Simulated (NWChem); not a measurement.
Molecule: C4H6S; SMILES C=C=CSC

```xyz
11

C     -0.3207     2.5191     0.0003
C      0.3493     1.3939    -0.0005
C      1.0254     0.2694    -0.0015
S      0.3872    -1.3696     0.0000
C     -1.3854    -1.0602     0.0018
H     -0.6077     3.0154     0.9354
H     -0.6111     3.0149    -0.9339
H      2.1221     0.2886    -0.0035
H     -1.8724    -2.0448     0.0020
H     -1.6887    -0.5029     0.9000
H     -1.6903    -0.5025    -0.8957
```
Atoms are numbered in this order, from 1.

All runs use the structure optimised with PBE0/def2-SVP.

**Question.** Give the principal values of the shielding tensors (ppm) of C1, C2, C3, S4, C5 from LDA (Slater exchange, VWN5)/pcSseg-1, GIAO (NWChem), with their diamagnetic and paramagnetic parts as GIAO splits them.

**Answer.** 
| atom | σ11 | σ22 | σ33 | isotropic | diamagnetic | paramagnetic |
|---|---|---|---|---|---|---|
| C1 | -4.6 | 111.9 | 161.1 | 89.5 | 261.6 | -172.2 |
| C2 | -57.5 | -46.7 | -25.0 | -43.1 | 260.2 | -303.2 |
| C3 | 5.6 | 91.1 | 139.3 | 78.7 | 261.5 | -182.9 |
| S4 | 457.1 | 460.7 | 616.0 | 511.3 | 1055.6 | -544.3 |
| C5 | 153.8 | 157.1 | 181.0 | 164.0 | 253.1 | -89.1 |
